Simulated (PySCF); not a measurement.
Gas-phase reaction: 2 GeH2Cl2 ⇌ GeHCl + GeH3Cl + 2 Cl, at 1800 K and a standard pressure of 1 bar. Level: HF/6-31G*.

Computed with PySCF and rigid-rotor harmonic-oscillator thermochemistry at 1 bar. 6-31G* has spherical d functions here. Open shells (unrestricted): Cl (multiplicity 2, electronic degeneracy 6); the rest are closed-shell singlets. Spin-orbit splitting is ignored; it lowers the true energy and changes the entropy of Cl. Ge: all electrons, no relativistic terms. GeHCl: computed as isolated molecules; such fragments, hydroxides, amides, oligomers or adducts are transient or little studied in the gas. The harmonic model lacks anharmonicity and excited electronic states, which grow with temperature; levels with a mode under 35 cm⁻¹ are left out.

| species | E (Ha) | H(1800 K) − E (kJ/mol) | S°(1800 K) (J/mol/K) |
|---|---|---|---|
| GeH2Cl2 | -2994.75035 | 204.9 | 455.3 |
| GeHCl | -2534.62114 | 108.6 | 354.2 |
| GeH3Cl | -2535.80104 | 209.3 | 404.9 |
| Cl | -459.44651 | 37.4 | 205.6 |
E: electronic energy; H − E holds the zero-point and thermal terms. 1 Ha = 2625.5 kJ/mol.

Work out ΔH°, ΔS°, ΔG° and log10 K from these numbers.

1. ΔE = 1×(-2534.62114) + 1×(-2535.80104) + 2×(-459.44651) − 2×(-2994.75035) = 0.18550 Ha = 487.0 kJ.
2. Δ(H − E) = 1×(108.6) + 1×(209.3) + 2×(37.4) − 2×(204.9) = -17.1 kJ, so ΔH° = 469.9 kJ.
3. ΔS° = 1×(354.2) + 1×(404.9) + 2×(205.6) − 2×(455.3) = 259.7 J/K; the number of gas molecules changes by +2.
4. ΔG° = ΔH° − TΔS° = 469.9 − 1800×(259.7)/1000 = 2.4 kJ.
5. log10 K = −ΔG°/(RT ln 10) = -0.07, with RT ln 10 = 34.46 kJ/mol; at standard pressures the reactants are favoured.
6. A shift of 10 kJ in ΔE would move log10 K by 0.29 here.
7. With ΔH° and ΔS° held fixed, ΔG° changes sign near ΔH°/ΔS° = 1810 K.
8. Lowering the total pressure from 1 bar to 0.01 bar multiplies the mole-fraction quotient K_x = K (p/p°)^(−Δn) by 10^4, which pushes the balance towards the products.
For scale, ΔH°(298 K) is 477 kJ at this level, 666 kJ at ωB97M-V/def2-TZVP†, and runs from 477 to 773 kJ over the 20 levels computed († marks an energy on the PBE0/def2-TZVP geometry).
